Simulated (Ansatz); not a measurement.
Calculated with Ansatz (gas phase, PBE0-D4/def2-TZVP geometries, no zero-point term in ΔE). CCSD(T)/CBS is the MP2 limit (def2-TZVPP, def2-QZVPP) plus CCSD(T) − MP2 in def2-TZVPP, frozen cores. Functionals use def2-TZVPP. B3LYP here is the variant with VWN-RPA as its local correlation; programs differ in this. Each species was taken in one conformer, which may not be the lowest.

`NC[SiH2]O` + `CC(C)(O)F` → `NC[SiH](O)O` + `CC(C)F`  (formal exchange of groups at the Si–H bond)

Is it downhill or uphill in electronic energy at CCSD(T)/CBS, and by how much? (Best estimate.)

Ansatz gave: Downhill: ΔE = -146.3 kJ/mol.

What do these levels give: B3LYP-D4, ωB97M-V, PBE, PBE0, B3LYP, HF/def2-TZVPP, MP2/def2-TZVPP, SCS-MP2/def2-TZVPP, CCSD(T)/def2-TZVPP, MP2/def2-QZVPP, MP2/CBS(def2), CCSD/CBS(def2)? (Estimate.)

Ansatz gave: B3LYP-D4 -144.4, ωB97M-V -141.5, PBE -135.3, PBE0 -138.6, B3LYP -144.8, HF/def2-TZVPP -146.9, MP2/def2-TZVPP -148.9, SCS-MP2/def2-TZVPP -147.2, CCSD(T)/def2-TZVPP -142.9, MP2/def2-QZVPP -151.3, MP2/CBS(def2) -152.3, CCSD/CBS(def2) -148.1 kJ/mol.

Largest T1 diagnostic among the species: 0.011.

From PBE to PBE0 (25 % exact exchange), in def2-TZVPP and without D4, ΔE moves by −3.3 kJ/mol.
